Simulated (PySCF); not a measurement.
BMe2(NH2), C2H8BN.
Bonds: B1–C2, B1–C6, B1–N10. Hydrogens: H3, H4, H5 on C2; H7, H8, H9 on C6; H11, H12 on N10.

Computed with delta-SCF UKS SCAN, pcX-2 on the ionised atom, pcseg-1 elsewhere, spin-free X2C in PySCF. Each binding energy is the total energy of the core-ionised species, with the hole localised on one atom, minus that of the ground state; both are solved self-consistently, so orbital relaxation is included.

One binding energy is withheld.

```
atom(s)  bonded to  level  binding energy (eV)
     B1  N and 2 C   B 1s                    ?
  C2/C6  3 H and B   C 1s               289.77
    N10  2 H and B   N 1s               404.93
```

Problem. What is the B 1s binding energy of B1?

Solution. 195.25 eV (boron bonded to 2 C and N).

Problem. Express the binding energy of B 1s of B1 in atomic units and per mole.

Solution. 195.25 eV = 7.1753 Eh = 18839 kJ/mol.

Atoms equivalent by their bonding share one computed value, that of the first of them. Isolated species at its PBE0-D3(BJ)/def2-SVP geometry, gas phase.

Time: 11 s of wall time; peak memory 0.40 GiB. Hardware: one thread of an Arm Neoverse V2, no GPU, shared host.
